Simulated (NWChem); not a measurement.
**Correlation energy of sulfur difluoride (F₂S)**

SMILES: FSF
```xyz
3

F      1.2275     0.0000    -0.4916
S      0.0000     0.0000     0.5530
F     -1.2275     0.0000    -0.4916
```
Charge 0, spin multiplicity 1.

Program: NWChem. Structure: optimised with PBE0/def2-SVP, a minimum by its harmonic frequencies.

Basis set: cc-pVDZ. Each correlation energy counts from its own Hartree-Fock reference.

The correlated methods keep 7 core orbitals frozen. Coupled-cluster values serve here as a point of comparison, not as the truth.

Task: One of these methods gave a correlation energy of -503.0 mHa. Which?
A) SCS-MP2
B) CCSD
C) CR-CCSD[T]
D) RI-MP2

Result: D, RI-MP2. The others give -487.3 (SCS-MP2), -528.5 (CR-CCSD[T]), -518.6 (CCSD).
